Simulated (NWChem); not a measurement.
System: SiH2OBrCl; SMILES O[SiH](Cl)Br

Here is an NWChem input.

```
start job
memory heap 200 mb stack 900 mb global 1100 mb
geometry units angstroms
  Si    -0.398736    -0.236637     0.842054
  O     -1.712375    -1.137414     0.617665
  Cl    -0.846592     1.705227     1.126777
  Br     0.885155    -0.421782    -0.943342
  H      0.266698    -0.871487     1.949656
  H     -2.367556    -1.022814    -0.067168
end
basis spherical
  * library def2-svp
end
dft
  xc pbe0
  iterations 150
end
driver
  maxiter 120
end
task dft optimize
task dft freq
```

Excerpt of the output:

```
             Northwest Computational Chemistry Package (NWChem) 7.3.0
             --------------------------------------------------------

 C1  symmetry detected

                             Geometry "geometry" -> ""
                             -------------------------

 Output coordinates in angstroms (scale by  1.889725989 to convert to a.u.)

  No.       Tag          Charge          X              Y              Z
 ---- ---------------- ---------- -------------- -------------- --------------
    1 Si                  14.0000    -0.47088763     0.60797881     0.42951336
    2 O                    8.0000    -1.87218904     0.84210047    -0.32476673
    3 Cl                  17.0000     0.92691532     1.94479538    -0.12864999
    4 Br                  35.0000     0.24713230    -1.42275127    -0.05098262
    5 H                    1.0000    -0.82218044     0.64876940     1.82505935
    6 H                    1.0000    -2.01507129     0.83749639    -1.26867086

 Effective nuclear repulsion energy (a.u.)     412.0686478168

                                Z-matrix (autoz)
                                --------

 Units are Angstrom for bonds and degrees for angles

      Type          Name      I     J     K     L     M      Value
      ----------- --------  ----- ----- ----- ----- ----- ----------
    1 Stretch                  1     2                       1.60854
    2 Stretch                  1     3                       2.01308
    3 Stretch                  1     4                       2.20687
    4 Stretch                  1     5                       1.43966
    5 Stretch                  2     6                       0.95467
    6 Bend                     1     2     6               126.39280
    7 Bend                     2     1     3               112.22414
    8 Bend                     2     1     4               108.37733
    9 Bend                     2     1     5               103.76006
   10 Bend                     3     1     4               108.95222
   11 Bend                     3     1     5               114.79604
   12 Bend                     4     1     5               108.45248
   13 Torsion                  3     1     2     6          58.31235
   14 Torsion                  4     1     2     6         -62.04794
   15 Torsion                  5     1     2     6        -177.18197

                           NWChem Geometry Optimization
                           ----------------------------

 maximum gradient threshold         (gmax) =   0.000450
 rms gradient threshold             (grms) =   0.000300
 maximum cartesian step threshold   (xmax) =   0.001800
 rms cartesian step threshold       (xrms) =   0.001200
 fixed trust radius                (trust) =   0.300000
 source of zmatrix                         =   autoz

          -------------------
          Energy Minimization
          -------------------

 Using diagonal initial Hessian
 Scaling for Hessian diagonals: bonds = 1.00  angles = 0.25  torsions = 0.10

          --------
          Step   0

                                 NWChem DFT Module
                                 -----------------

 Summary of "ao basis" -> "ao basis" (spherical)
 ------------------------------------------------------------------------------
       Tag                 Description            Shells   Functions and Types
 ---------------- ------------------------------  ------  ---------------------
 Si                         def2-svp                 8       18   4s3p1d
 O                          def2-svp                 6       14   3s2p1d
 Cl                         def2-svp                 8       18   4s3p1d
 Br                         def2-svp                12       32   5s4p3d
 H                          def2-svp                 3        5   2s1p

            General Information
            -------------------
          SCF calculation type: DFT
          Wavefunction type:  closed shell.
          No. of atoms     :     6
          No. of electrons :    76
           Alpha electrons :    38
            Beta electrons :    38
          Charge           :     0
          Spin multiplicity:     1
          Use of symmetry is: off; symmetry adaption is: off
          Maximum number of iterations: 150
          AO basis - number of functions:    92
                     number of shells:    40
          Convergence on energy requested:  1.00D-06
          Convergence on density requested:  1.00D-05
          Convergence on gradient requested:  5.00D-04

              XC Information
              --------------
                         PBE0 Method XC Functional
                     Hartree-Fock (Exact) Exchange  0.250
          PerdewBurkeErnzerhof Exchange Functional  0.750
            Perdew 1991 LDA Correlation Functional  1.000 local
           PerdewBurkeErnz. Correlation Functional  1.000 non-local

             Grid Information
             ----------------
          Grid used for XC integration:  medium
          Radial quadrature: Mura-Knowles
          Angular quadrature: Lebedev.
          Tag              B.-S. Rad. Rad. Pts. Rad. Cut. Ang. Pts.
          ---              ---------- --------- --------- ---------
          Si                  1.10       88           8.0       590
          O                   0.60       49           9.0       434
          Cl                  1.00       88          10.0       590
          Br                  1.15      112          10.0       590
          H                   0.35       45          10.0       434
          Grid pruning is: on
          Number of quadrature shells:   427
          Spatial weights used:  Erf1

      Superposition of Atomic Density Guess
      -------------------------------------

 Sum of atomic energies:       -3395.83758394

      Non-variational initial energy
      ------------------------------

 Total energy =   -3396.990837
 1-e energy   =   -5543.365750
 2-e energy   =    1734.306266
 HOMO         =      -0.389941
 LUMO         =       0.081135

   convergence    iter        energy       DeltaE   RMS-Dens  Diis-err
 ---------------- ----- ----------------- --------- --------- ---------
 d= 0,ls=0.0,diis     1  -3399.0778703297 -3.81D+03  1.33D-02  7.37D-01
 d= 0,ls=0.0,diis     2  -3399.0461102127  3.18D-02  7.57D-03  1.03D+00
 d= 0,ls=0.0,diis     3  -3399.1552319936 -1.09D-01  1.19D-03  2.53D-02
 d= 0,ls=0.0,diis     4  -3399.1570761635 -1.84D-03  6.04D-04  4.49D-03
 d= 0,ls=0.0,diis     5  -3399.1575937487 -5.18D-04  1.02D-04  1.09D-04
  Resetting Diis
 d= 0,ls=0.0,diis     6  -3399.1576081350 -1.44D-05  1.16D-05  9.48D-07
 d= 0,ls=0.0,diis     7  -3399.1576082680 -1.33D-07  4.85D-06  9.24D-08

         Total DFT energy =    -3399.157608268040
      One electron energy =    -5545.308019587320
           Coulomb energy =     1883.434754236637
    Exchange-Corr. energy =     -149.352990734195
 Nuclear repulsion energy =      412.068647816838

 Numeric. integr. density =       76.000000646140

                       DFT Final Molecular Orbital Analysis
                       ------------------------------------

 Vector   36  Occ=2.000000D+00  E=-3.437967D-01
              MO Center=  1.9D-01,  7.0D-01,  1.7D-01, r^2= 4.3D+00
   Bfn.  Coefficient  Atom+Function         Bfn.  Coefficient  Atom+Function
  ----- ------------  ---------------      ----- ------------  ---------------
    45      0.341691  3 Cl pz                66      0.282640  4 Br py
    44      0.268499  3 Cl py                63      0.265113  4 Br py
    42      0.253410  3 Cl pz                83     -0.207354  5 H  s
    41      0.203245  3 Cl py                60     -0.174333  4 Br py
    23      0.171006  2 O  py                84     -0.169650  5 H  s

 Vector   37  Occ=2.000000D+00  E=-3.164842D-01
              MO Center=  1.4D-01, -1.2D+00,  1.7D-02, r^2= 2.2D+00
   Bfn.  Coefficient  Atom+Function         Bfn.  Coefficient  Atom+Function
  ----- ------------  ---------------      ----- ------------  ---------------
    67      0.562788  4 Br pz                64      0.498083  4 Br pz
    61     -0.330839  4 Br pz                66     -0.117740  4 Br py
    58      0.107470  4 Br pz                83     -0.104963  5 H  s
    63     -0.099945  4 Br py                23     -0.096561  2 O  py
    84     -0.096091  5 H  s                 65      0.078752  4 Br px

[...]

      ----------------------
      Optimization converged
      ----------------------

  Step       Energy      Delta E   Gmax     Grms     Xrms     Xmax
  ---- ---------------- -------- -------- -------- -------- --------
@    6   -3399.16093995 -7.5D-07  0.00021  0.00007  0.00060  0.00141
                                     ok       ok       ok       ok

                                Z-matrix (autoz)
                                --------

 Units are Angstrom for bonds and degrees for angles

      Type          Name      I     J     K     L     M      Value     Gradient
      ----------- --------  ----- ----- ----- ----- ----- ---------- ----------
    1 Stretch                  1     2                       1.64164    0.00021
    2 Stretch                  1     3                       2.05805    0.00006
    3 Stretch                  1     4                       2.21702   -0.00002
    4 Stretch                  1     5                       1.47361   -0.00004
    5 Stretch                  2     6                       0.96294    0.00014
    6 Bend                     1     2     6               118.73759    0.00002
    7 Bend                     2     1     3               110.97687    0.00001
    8 Bend                     2     1     4               111.06457   -0.00000
    9 Bend                     2     1     5               107.34558    0.00002
   10 Bend                     3     1     4               107.62296   -0.00002
   11 Bend                     3     1     5               110.03264   -0.00001
   12 Bend                     4     1     5               109.80921    0.00000
   13 Torsion                  3     1     2     6          59.91362   -0.00005
   14 Torsion                  4     1     2     6         -59.76466   -0.00003
   15 Torsion                  5     1     2     6        -179.81482   -0.00005

                         Geometry "geometry" -> "geometry"
                         ---------------------------------

 Output coordinates in angstroms (scale by  1.889725989 to convert to a.u.)

  No.       Tag          Charge          X              Y              Z
 ---- ---------------- ---------- -------------- -------------- --------------
    1 Si                  14.0000    -0.51508009     0.57592987     0.43003207
    2 O                    8.0000    -1.93838524     0.86394595    -0.33562012
    3 Cl                  17.0000     0.91300500     1.94851460    -0.12867575
    4 Br                  35.0000     0.26214657    -1.44056078    -0.06482146
    5 H                    1.0000    -0.76814614     0.67196697     1.87857341
    6 H                    1.0000    -1.95982089     0.83859256    -1.29798566

 Effective nuclear repulsion energy (a.u.)     407.1979099494

                Final and change from initial internal coordinates
                --------------------------------------------------

                                Z-matrix (autoz)
                                --------

 Units are Angstrom for bonds and degrees for angles

      Type          Name      I     J     K     L     M      Value       Change
      ----------- --------  ----- ----- ----- ----- ----- ---------- ----------
    1 Stretch                  1     2                       1.64164    0.03310
    2 Stretch                  1     3                       2.05805    0.04497
    3 Stretch                  1     4                       2.21702    0.01015
    4 Stretch                  1     5                       1.47361    0.03395
    5 Stretch                  2     6                       0.96294    0.00827
    6 Bend                     1     2     6               118.73759   -7.65522
    7 Bend                     2     1     3               110.97687   -1.24728
    8 Bend                     2     1     4               111.06457    2.68724
    9 Bend                     2     1     5               107.34558    3.58552
   10 Bend                     3     1     4               107.62296   -1.32926
   11 Bend                     3     1     5               110.03264   -4.76340
   12 Bend                     4     1     5               109.80921    1.35673
   13 Torsion                  3     1     2     6          59.91362    1.60126
   14 Torsion                  4     1     2     6         -59.76466    2.28327
   15 Torsion                  5     1     2     6        -179.81482   -2.63285

[...]

 Rotational Constants
 --------------------
 A=   0.141084 cm-1  (  0.202984 K)
 B=   0.050668 cm-1  (  0.072899 K)
 C=   0.039574 cm-1  (  0.056936 K)

 Temperature                      =   298.15K
 frequency scaling parameter      =   1.0000

 Zero-Point correction to Energy  =   16.482 kcal/mol  (  0.026266 au)
 Thermal correction to Energy     =   20.046 kcal/mol  (  0.031946 au)
 Thermal correction to Enthalpy   =   20.638 kcal/mol  (  0.032889 au)

 Total Entropy                    =   79.345 cal/mol-K
   - Translational                =   41.117 cal/mol-K (mol. weight = 160.8728)
   - Rotational                   =   28.123 cal/mol-K (symmetry #  =        1)
   - Vibrational                  =   10.106 cal/mol-K

 Cv (constant volume heat capacity) =   17.981 cal/mol-K
   - Translational                  =    2.979 cal/mol-K
   - Rotational                     =    2.979 cal/mol-K
   - Vibrational                    =   12.022 cal/mol-K

[normal modes left out]

 ----------------------------------------------------------------------------
 Normal Eigenvalue ||           Projected Infra Red Intensities
  Mode   [cm**-1]  || [atomic units] [(debye/angs)**2] [(KM/mol)] [arbitrary]
 ------ ---------- || -------------- ----------------- ---------- -----------
    1       -0.000 ||    0.000029           0.001         0.028       0.004
    2       -0.000 ||    0.000037           0.001         0.036       0.006
    3       -0.000 ||    0.000054           0.001         0.052       0.008
    4        0.000 ||    0.000140           0.003         0.137       0.021
    5        0.000 ||    0.000001           0.000         0.001       0.000
    6        0.000 ||    0.000306           0.007         0.299       0.046
    7      153.227 ||    0.001965           0.045         1.916       0.294
    8      173.646 ||    0.028988           0.669        28.259       4.337
    9      269.459 ||    0.034580           0.798        33.710       5.173
   10      301.062 ||    0.087292           2.014        85.097      13.059
   11      435.252 ||    0.068878           1.589        67.146      10.305
   12      570.196 ||    0.157129           3.625       153.177      23.508
   13      766.873 ||    0.082013           1.892        79.950      12.270
   14      795.449 ||    0.182902           4.220       178.302      27.363
   15      860.658 ||    0.256808           5.925       250.349      38.420
   16      947.080 ||    0.085170           1.965        83.028      12.742
   17     2340.282 ||    0.071519           1.650        69.720      10.700
   18     3921.845 ||    0.145342           3.353       141.686      21.744
 ----------------------------------------------------------------------------
```

Level: PBE0/def2-SVP. This build's default masses of Se (78.918 u) and Br (79.917 u) are each other's, which moves their modes by up to 0.6 %.
